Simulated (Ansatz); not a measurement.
Mulliken charges of `F[SiH2]/N=[CH]/[GaH2]` from B3LYP/def2-TZVPP in Ansatz (PBE0-D4/def2-TZVP geometry).

| atom | x (Å) | y (Å) | z (Å) | charge (e) |
| --- | --- | --- | --- | --- |
| F1 | -1.636 | -2.071 | -0.877 | -0.327 |
| Si2 | -1.537 | -0.484 | -0.712 | 0.627 |
| N3 | -0.029 | -0.011 | -0.016 | -0.256 |
| C4 | 1.010 | -0.633 | 0.391 | -0.112 |
| Ga5 | 1.699 | 1.153 | 0.828 | 0.193 |
| H6 | -2.616 | -0.043 | 0.196 | -0.071 |
| H7 | -1.632 | 0.129 | -2.053 | -0.071 |
| H8 | 1.100 | -1.726 | 0.347 | 0.129 |
| H9 | 1.304 | 1.720 | 2.227 | -0.056 |
| H10 | 2.420 | 1.915 | -0.326 | -0.056 |

Q: By hand: the dipole of these point charges (1 e Å = 4.8032 D).

A: Σ q r = (0.028, 0.238, 0.031) e Å, of length 0.242 e Å = 1.16 D.

Q: How does the dipole of the full density compare? (An estimate is asked.)

A: Computed: (0.004, -0.085, -0.005) e Å, 0.41 D; the point charges give 2.83 times that, at 170° from its direction, so they point the opposite way.

Point charges leave out the atoms' own dipoles, such as those of lone pairs, and Mulliken's split depends on the basis, so the two needn't agree.

B3LYP here is the variant with VWN-RPA as its local correlation; programs differ in this.
